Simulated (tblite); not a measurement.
Species: C7H9NOS.
Atom-mapped SMILES: `[CH:1]#[C:2][C@@:3]1([SH:4])[CH2:5][CH2:6][NH:7][C:8](=[O:9])[CH2:10]1` (hydrogens: H11 on C1; H12 on S4; H13, H14 on C5; H15, H16 on C6; H17 on N7; H18, H19 on C10)

The geometry is computed with GFN2-xTB (gas phase).

Some entries are withheld.

```json
{"coordinate": "C1≡C2", "value": "1.197 Å"}
{"coordinate": "C2–C3", "value": "1.446 Å"}
{"coordinate": "C3–S4", "value": "?"}
{"coordinate": "C3–C5", "value": "1.527 Å"}
{"coordinate": "C5–C6", "value": "1.524 Å"}
{"coordinate": "C6–N7", "value": "?"}
{"coordinate": "N7–C8", "value": "1.350 Å"}
{"coordinate": "C8=O9", "value": "1.212 Å"}
{"coordinate": "C8–C10", "value": "1.522 Å"}
{"coordinate": "C3–C10", "value": "?"}
{"coordinate": "C1–H11", "value": "1.049 Å"}
{"coordinate": "S4–H12", "value": "1.331 Å"}
{"coordinate": "C5–H13", "value": "1.091 Å"}
{"coordinate": "C5–H14", "value": "1.092 Å"}
{"coordinate": "C6–H15", "value": "1.094 Å"}
{"coordinate": "C6–H16", "value": "1.099 Å"}
{"coordinate": "N7–H17", "value": "1.011 Å"}
{"coordinate": "C10–H18", "value": "1.094 Å"}
{"coordinate": "C10–H19", "value": "1.092 Å"}
{"coordinate": "C1–C2–C3", "value": "177.3°"}
{"coordinate": "C2–C3–S4", "value": "107.7°"}
{"coordinate": "C2–C3–C5", "value": "111.7°"}
{"coordinate": "C2–C3–C10", "value": "111.4°"}
{"coordinate": "S4–C3–C5", "value": "?"}
{"coordinate": "S4–C3–C10", "value": "109.6°"}
{"coordinate": "C5–C3–C10", "value": "109.1°"}
{"coordinate": "C3–C5–C6", "value": "?"}
{"coordinate": "C5–C6–N7", "value": "111.0°"}
{"coordinate": "C6–N7–C8", "value": "127.6°"}
{"coordinate": "N7–C8–O9", "value": "121.4°"}
{"coordinate": "N7–C8–C10", "value": "?"}
{"coordinate": "O9–C8–C10", "value": "121.7°"}
{"coordinate": "C3–C10–C8", "value": "113.6°"}
```

Question: Fill in the missing values.

Answer: 
- C3–S4 = 1.870 Å, drawn single (sp3 carbon bound to sulfur to thiol sulfur); 0.06 Å above the sum of covalent radii, 1.81 Å.
- C6–N7 = 1.446 Å, drawn single (sp3 carbon bound to nitrogen to amide nitrogen); 0.02 Å below the sum of covalent radii, 1.47 Å.
- C3–C10 = 1.524 Å, drawn single (sp3 carbon bound to sulfur to sp3 carbon next to a carbonyl); equal to the sum of covalent radii, 1.52 Å.
- S4–C3–C5 = 107.2°, at the sp3 carbon bound to sulfur; the outer atoms are 2.743 Å apart.
- C3–C5–C6 = 108.9°, at the ring CH2 carbon, inside a 6-membered ring; the outer atoms are 2.483 Å apart.
- N7–C8–C10 = 116.8°, at the amide carbonyl carbon, inside a 6-membered ring; the outer atoms are 2.448 Å apart.

Radii are Cordero's, carbon taken as 0.76, 0.73 or 0.69 Å for four, three, and two or fewer neighbours.

Its GFN2-xTB frequencies are all real (lowest 60 cm⁻¹). One conformer, not necessarily the lowest (C2–C3–S4–H -58°, C2–C3–C5–C6 60°, C3–C5–C6–N7 50°, C5–C6–N7–C8 -26°, C6–N7–C8–O9 -171°). 3 starts were optimised and ended at 0.00, 1.74 and 2.84 kcal/mol (GFN2-xTB); the lowest of these is shown.
